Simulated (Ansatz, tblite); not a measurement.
Removing and adding an electron: (F3Ge)2NMe (CH₃F₆Ge₂N). Charge 0, multiplicity 1. Geometry: PBE-D4/def2-SVP. Ansatz, gas phase; energy differences of separate SCF runs; the oxidised species was run as a doublet alone; the reduced species was run as a doublet alone.

```xyz
13

Ge    1.051    1.376    0.103
F     2.180    1.239    1.406
F     0.163    2.845    0.349
F     1.987    1.518   -1.343
N    -0.163    0.025    0.003
C    -1.574    0.248    0.389
Ge    0.393   -1.634   -0.475
F    -0.131   -2.841    0.650
F    -0.197   -2.165   -2.013
F     2.122   -1.565   -0.528
H    -1.739    1.327    0.568
H    -1.835   -0.305    1.316
H    -2.258   -0.068   -0.425
```

The xTB rows come from tblite.

```tsv
level	−HOMO (eV)	vertical IE (eV)	−LUMO (eV)	vertical EA (eV)	HOMO–LUMO gap (eV)	IE − EA (eV)	remarks
GFN1-xTB	12.07	15.22	7.89	5.00	4.18	10.22	–
GFN2-xTB	12.58	15.93	8.08	5.25	4.50	10.68	–
PBE0-D4/def2-TZVP	9.01	10.97	2.00	0.28	7.00	10.69	HOMO above zero (-1 doublet)
```

Question: Estimate the rows for PBE-D4/def2-TZVP, ωB97X-V/def2-TZVP.

Answer: 
| level | −HOMO (eV) | vertical IE (eV) | −LUMO (eV) | vertical EA (eV) | HOMO–LUMO gap (eV) | IE − EA (eV) | remarks |
| --- | --- | --- | --- | --- | --- | --- | --- |
| PBE-D4/def2-TZVP | 7.47 | 10.66 | 3.08 | 0.57 | 4.39 | 10.09 | HOMO above zero (-1 doublet) |
| ωB97X-V/def2-TZVP | 11.46 | 11.10 | -0.29 | -0.20 | 11.75 | 11.30 | HOMO above zero (-1 doublet) |

Relaxing the reduced species (PBE-D4/def2-SVP) changes its energy by -1.09 eV at PBE-D4/def2-TZVP, so the adiabatic electron affinity to this nearest minimum is 1.66 eV. On the way Ge1–F10 forms. At PBE0-D4/def2-TZVP it is 1.50 eV.     A HOMO above zero means that the electron is unbound at that level or that self-interaction error raises the level; the energy of removing that electron tells which. Raw xTB energy differences between charge states are shifted by several eV; the methods need an empirical correction for them. Sets without diffuse functions give affinities that are too small. A negative affinity means that the extra electron isn't bound; its size then hangs on the basis.
